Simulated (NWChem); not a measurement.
# SiH$_{3}$O cation; SMILES [OH+]=[SiH2]

Computed with NWChem. Pople sets run with spherical d functions. All runs use the structure optimised with B3LYP/6-31G* (spherical d). Vertical excitations in the gas phase; the lowest state need not have the same character in each row.

### Question
Among these, which level gives the lowest value of “lowest excitation, singlet (eV)”?
A) LRC-wPBEh/6-31+G*, full TDDFT
B) PBE/6-31+G*, full TDDFT
C) BHandHLYP/6-31+G*, full TDDFT
D) B3LYP/6-31+G*, full TDDFT

### Answer
B, PBE/6-31+G*, full TDDFT. Values: PBE/6-31+G*, full TDDFT 5.53; B3LYP/6-31+G*, full TDDFT 5.92; LRC-wPBEh/6-31+G*, full TDDFT 6.03; BHandHLYP/6-31+G*, full TDDFT 6.46
